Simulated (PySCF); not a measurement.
H3Cl2FOSi2, singlet, geometry from GFN2-xTB. Base run: PySCF with B3LYP/6-31G.

PySCF was given this input:
```python
from pyscf import gto, scf, dft, solvent

mol = gto.M(
    atom='''
F     0.868964   -0.483057    1.598433
Si    0.470421    0.091522    0.152323
Cl    1.468812   -0.966600   -1.197314
Cl    0.852872    2.036198    0.143177
O    -1.097868   -0.130112   -0.006412
Si   -2.591504   -0.801983    0.083045
H    -2.490564   -2.106673   -0.564509
H    -3.412158    0.156141   -0.648618
H    -2.908476   -0.897763    1.503707
''',
    basis='6-31g',
    charge=0,
    spin=0,
    verbose=4,
)

mf = dft.RKS(mol)
mf.xc = 'b3lyp'
mf.kernel()
```

Each row names what was changed in the base input (with any setting that the change needs).

```
change                                                       ΔE vs base (kJ/mol)  dipole (D)  HOMO-LUMO gap (eV)
-----------------------------------------------------------  -------------------  ----------  ------------------
base                                                                        0.00        2.87                8.36
model = IEF-PCM; solvent = acetonitrile; vdw_scale = 1.0                   -33.2        3.25                8.30
model = IEF-PCM; solvent = dichloromethane                                -10.88        3.15                8.29
model = ddCOSMO; solvent = acetonitrile                                   -15.65        3.18                8.29
model = IEF-PCM; solvent = acetonitrile; vdw_scale = 1.4                   -6.30        3.12                8.30
model = IEF-PCM; solvent = acetonitrile; lebedev_order = 41               -12.46        3.18                8.28
model = IEF-PCM; solvent = acetonitrile; vdw_scale = 1.1                  -19.50        3.22                8.28
model = IEF-PCM; solvent = dimethylsulfoxide                              -12.57        3.19                8.28
model = COSMO; solvent = acetonitrile                                     -12.42        3.18                8.28
model = SS(V)PE; solvent = acetonitrile                                   -12.33        3.18                8.28
model = IEF-PCM; solvent = toluene                                         -6.16        3.04                8.33
model = IEF-PCM; solvent = chloroform                                      -9.19        3.11                8.31
```

The base is the gas phase, so ΔE is the electrostatic part of solvation at a fixed geometry, without cavity and dispersion terms.
